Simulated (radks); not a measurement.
Numerical settings for neutral technetium, [Kr] 4d5 5s2. Method: scalar-relativistic Kohn-Sham, r2SCAN, spin-unpolarised, spherical densities, finite nucleus; meta-GGA in the generalised Kohn-Sham scheme; Fermi nuclear charge, rms radius 4.4112 fm; computed with a radial shooting solver on a logarithmic mesh with Libxc functionals. The defaults (mesh step 0.008 in ln r, mesh end at 40 bohr or more with all orbitals vanishing there, Anderson mixing 0.5 over 9 steps, residual threshold near 1e-9 with the energy settled to 1e-9 hartree or 1e-11 of itself, here a cap of 76 iterations) give E = -4286.119 hartree and 5s at -5.223 eV in 13 iterations. Run on one thread of a shared host, so times are rough (Arm Neoverse V1): 0.11 s of CPU time, 0.11 s wall, 13 iterations on 2437 mesh points. One setting is changed at a time: mesh step in ln r 0.2; mesh step in ln r 0.05; mesh step in ln r 0.02; mesh end (bohr) 8; mesh end (bohr) 20; residual threshold 1e-16; residual threshold 1e-05; mixing 1; linear mixing, mixing 0.5; linear mixing, mixing 1; mixing history 3; iteration cap 2. Which runs fail to converge, and which converge to a wrong energy?

Answer. Not converged within the cap: mesh step in ln r 0.2; residual threshold 1e-16; linear mixing, mixing 1; iteration cap 2. Settings that end as converged yet miss the energy by more than 1 mhartree: mesh step in ln r 0.05 (-0.00223 hartree); mesh end (bohr) 8 (+0.00455 hartree).
